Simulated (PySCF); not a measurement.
One entry of a table of gas-phase calculations, keyed by method. Lists by class give the value and the number of equivalent atoms.

```json
{
 "formula": "C7H13B",
 "smiles": "C=C[C@H]1BCCCC1",
 "inchi": "InChI=1S/C7H13B/c1-2-7-5-3-4-6-8-7/h2,7-8H,1,3-6H2/t7-/m1/s1",
 "charge": 0,
 "multiplicity": 1,
 "geometry_level": "PBE0-D3(BJ)/def2-SVP",
 "atoms_angstrom": [
  ["C", 3.233, 0.404, 0.414],
  ["C", 2.142, -0.102, -0.164],
  ["C", 0.727, 0.12, 0.265],
  ["B", -0.09, 1.14, -0.616],
  ["C", -1.652, 1.057, -0.652],
  ["C", -2.246, -0.303, -0.285],
  ["C", -1.504, -0.963, 0.871],
  ["C", -0.028, -1.186, 0.559],
  ["H", 3.162, 1.043, 1.3],
  ["H", 4.234, 0.208, 0.02],
  ["H", 2.27, -0.745, -1.046],
  ["H", 0.753, 0.721, 1.207],
  ["H", 0.489, 2.064, -1.147],
  ["H", -1.936, 1.814, 0.115],
  ["H", -2.07, 1.465, -1.587],
  ["H", -2.19, -0.97, -1.164],
  ["H", -3.319, -0.214, -0.047],
  ["H", -1.596, -0.332, 1.775],
  ["H", -1.979, -1.925, 1.123],
  ["H", 0.054, -1.85, -0.321],
  ["H", 0.464, -1.725, 1.386]
 ],
 "electronic_structure_code": "PySCF",
 "results": {
  "PBE0-D3(BJ)/def2-SVP geometry optimisation, gas phase": {
   "point_group": "C1",
   "rotational_constants_GHz": [4.162, 1.284, 1.058]
  },
  "PBE0/def2-SVPD ground state, ΔSCF and vertical TDDFT (core frozen in the response)": {
   "dipole_D": 1.01,
   "homo_eV": -7.02,
   "lumo_eV": -0.92,
   "S1_eV": 4.79,
   "strongest_line_of_10_singlets_eV": 6.94,
   "T1_tda_eV": 4.11,
   "polarisability_au": 96.4,
   "vertical_ip_eV": 8.87,
   "r2_bohr2_about_centre_of_nuclear_charge": 1182.9,
   "singlets_eV_and_f": [
    [4.79, 0.006],
    [5.65, 0.002],
    [6.08, 0.003],
    [6.74, 0.078],
    [6.94, 0.168],
    [7.06, 0.004],
    [7.16, 0.022],
    [7.22, 0.098],
    [7.28, 0.058],
    [7.41, 0.014]
   ],
   "triplets_tda_eV": [4.11, 4.68, 5.16, 5.84]
  },
  "B97-2/pcSseg-1 ground state and GIAO shieldings, non-relativistic": {
   "shift_vs_computed_TMS_C_by_class_ppm": [
    [148.7, 1],
    [115.8, 1],
    [51.8, 1],
    [32.5, 1],
    [29.1, 1],
    [28.2, 1],
    [25.2, 1]
   ],
   "shift_vs_computed_TMS_H_by_class_ppm": [
    [7.11, 1],
    [6.0, 1],
    [5.15, 1],
    [5.12, 1],
    [2.03, 1],
    [1.79, 1],
    [1.78, 1],
    [1.74, 1],
    [1.39, 1],
    [1.36, 1],
    [1.33, 1],
    [1.3, 1],
    [0.8, 1]
   ],
   "shielding_other_nuclei_by_class_ppm": [
    ["B", 19.3, 1]
   ]
  }
 }
}
```

S1 lies 1.31 eV below the HOMO–LUMO gap; its leading configuration is HOMO→LUMO, weight 0.95. With B = h/(8π²I), that is 505.379 GHz u Å² over I, the principal moments of inertia are 121.4, 393.6 and 477.5 u Å² (most abundant isotopes); the inertial defect Ic − Ia − Ib is -37.5 u Å² (zero for a rigid planar frame, negative otherwise). The polarisability is 14.29 Å³ as a volume (1 au = 0.148185 Å³), or 1.61 au for each of the 60 electrons. The principal polarisabilities are 80.2, 89.8 and 119.3 au; their mean is the isotropic value. A dipole of 1.01 D is allowed in C1, and pure rotational transitions are dipole-allowed.

One conformer stands for the species.
